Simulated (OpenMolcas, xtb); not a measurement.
**CH5FOSn (SMILES FC[O][SnH3]): the vertical energy of the triplet above the singlet, rung by rung**

CH5FOSn has 9 atoms, charge 0, and is taken as a singlet. As SMILES, `FC[O][SnH3]`. The coordinates come from a PBE0-D4/def2-TZVP relaxation. This is one conformer, not always the lowest.

```xyz
9

F    -0.5968    1.7542    0.0315
C    -1.2915    0.5661    0.2778
O    -0.7360   -0.4634   -0.4050
Sn    1.2393   -0.7015   -0.3197
H    -1.2588    0.4340    1.3693
H    -2.3191    0.7246   -0.0661
H     1.6901   -0.3903    1.2948
H     1.4078   -2.3331   -0.7653
H     1.9535    0.3631   -1.4344
```

Each level gives the vertical energy of the triplet above the singlet (eV). The values are calculated.

| level | kind | program | value (eV) | CPU time (all runs) |
| --- | --- | --- | --- | --- |
| GFN2-xTB | semi-empirical | xtb | 6.15 | under 2 s |
| GFN0-xTB | semi-empirical | xtb | 6.04 | under 2 s |
| HF/def2-SVP (core potential) | Hartree–Fock | OpenMolcas | 6.06 | 22 s |
| SVWN5/def2-SVP (core potential) | LDA | OpenMolcas | 5.50 | 75 s |
| BLYP/def2-SVP (core potential) | GGA | OpenMolcas | 5.61 | 2 min |
| TPSS/def2-SVP (core potential) | meta-GGA | OpenMolcas | 5.75 | 3.1 min |
| M06-2X/def2-SVP (core potential) | hybrid meta-GGA | OpenMolcas | 6.41 | 2.7 min |

Spin-orbit coupling, which can split open shells on such heavy atoms by tenths of an eV, is left out. The values span 5.50 to 6.41 eV. The xTB rows lack spin polarisation, so open shells miss the exchange term that lowers them. A triplet this far above the singlet is often a Rydberg-like or dissociative state; sets without diffuse functions put Rydberg states too high. Times are those of the runs behind each value, whatever else they computed, on shared processors of several kinds: orders of magnitude only.
